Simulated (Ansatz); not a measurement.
Program: Ansatz. Geometries: PBE0-D4/def2-TZVP. ΔE: electronic, gas phase. CBS: MP2 limit from def2 TZ/QZ plus the TZ coupled-cluster correction, frozen cores. Functionals use def2-TZVPP. Elements past krypton have def2 core potentials. For Sb outer-core shells are correlated without core-valence functions, which leaves a few kJ/mol of doubt a bond. Each species was taken in one conformer, which may not be the lowest.

`[BH2][SbH][SiH3]` + `NBCl` → `BBCl` + `[NH2][SbH][SiH3]`  (redistribution)

| level | ΔE (kJ/mol) | difference from CCSD(T)/CBS |
| --- | --- | --- |
| LDA (SPW92) | 212.1 | 13.4 |
| PBE-D4 | 193.9 | -4.8 |
| BLYP-D4 | 185.0 | -13.7 |
| B97M-V | 183.4 | -15.3 |
| BHLYP-D4 | 198.2 | -0.5 |
| BLYP | 183.8 | -14.9 |
| RPA@PBE/def2-TZVPP | 194.6 | -4.1 |
| CCSD/def2-SVP | 225.0 | 26.3 |
| CCSD(T)/def2-TZVPP | 201.7 | 3.0 |
| SCS-MP2/def2-QZVPP | 199.7 | 1.0 |
| CCSD(T)/CBS | 198.7 | 0 |

Largest T1 diagnostic among the species: 0.015.

From PBE to PBE0 (25 % exact exchange), in def2-TZVPP and without D4, ΔE moves by +6.9 kJ/mol. Leaving LDA and LC-ωPBE aside and taking each functional with its dispersion term where it has one, the values, not all of them listed here, spread over 24.8 kJ/mol, from B97M-V to PBE-QIDH. LDA lies +18.7 kJ/mol from PBE without D4.
